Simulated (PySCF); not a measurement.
Deuteron quadrupole couplings in `C=C(C)/C=C/CF`

C6H9F.
Numbering: `[CH2:1]=[C:2]([CH3:3])/[CH:4]=[CH:5]/[CH2:6][F:7]` (hydrogens: H8, H9 on C1; H10, H11, H12 on C3; H13 on C4; H14 on C5; H15, H16 on C6)

Cartesian coordinates in Å at the PBE0-D3(BJ)/def2-SVP level; atoms count from 1:
```xyz
16
C6H9F angstrom
C     -1.720    1.541   -0.707
C     -1.076    0.541   -0.079
C     -1.783   -0.384    0.868
C      0.351    0.336   -0.322
C      1.112   -0.617    0.234
C      2.564   -0.789   -0.046
F      3.033    0.145   -0.929
H     -1.195    2.207   -1.398
H     -2.786    1.721   -0.550
H     -2.843   -0.114    0.974
H     -1.728   -1.427    0.516
H     -1.320   -0.357    1.868
H      0.831    1.029   -1.020
H      0.688   -1.339    0.941
H      2.758   -1.795   -0.464
H      3.148   -0.711    0.891
```

Level: PBE0/pcSseg-1 (PySCF, non-relativistic); Q(2H) = 0.00286 b; rigid geometry, the same for H and D, with no vibrational averaging.

Question: Rank these positions by the coupling χzz of a deuteron there, largest first.
A. H14 (vinylic hydrogen)
B. H8 (vinylic hydrogen)
C. H15 (methylene hydrogen)
D. H12 (methyl hydrogen)

Answer: B (206 kHz), A (201 kHz), D (194 kHz), C (181 kHz).

Question: Tabulate Vzz, the asymmetry η and χzz = 234.96 MHz × Q × Vzz for every hydrogen position.

Answer: 
```
atom  bonded to  bond length (Å)  Vzz (au)     η  χzz (kHz)
  H8         C1            1.093    0.3061  0.07        206
  H9         C1            1.093    0.3074  0.07        207
 H10         C3            1.098    0.2954  0.03        198
 H11         C3            1.102    0.2882  0.02        194
 H12         C3            1.102    0.2886  0.02        194
 H13         C4            1.095    0.2965  0.07        199
 H14         C5            1.096    0.2994  0.09        201
 H15         C6            1.107    0.2686  0.09        181
 H16         C6            1.107    0.2688  0.09        181
```

Question: How does χzz go with the bond length over the 9 C–H bonds?

Answer: A straight-line fit has a slope of -16.7 kHz for each 0.01 Å, with a correlation coefficient of -0.96, over lengths from 1.093 to 1.107 Å. The longer bonds have the smaller couplings here.

Question: A static deuteron (I = 1) shows a doublet split by (3/2)χ, (3/4)χ(1 + η) and (3/4)χ(1 − η) with the field along z, y and x of the gradient. What are these for H16?

Answer: With |χ| = 180.6 kHz and η = 0.090: 271, 148 and 123 kHz, to first order and without motion.

Isolated species at its PBE0-D3(BJ)/def2-SVP geometry (one conformer only). These gradients aren't converged with respect to the basis.
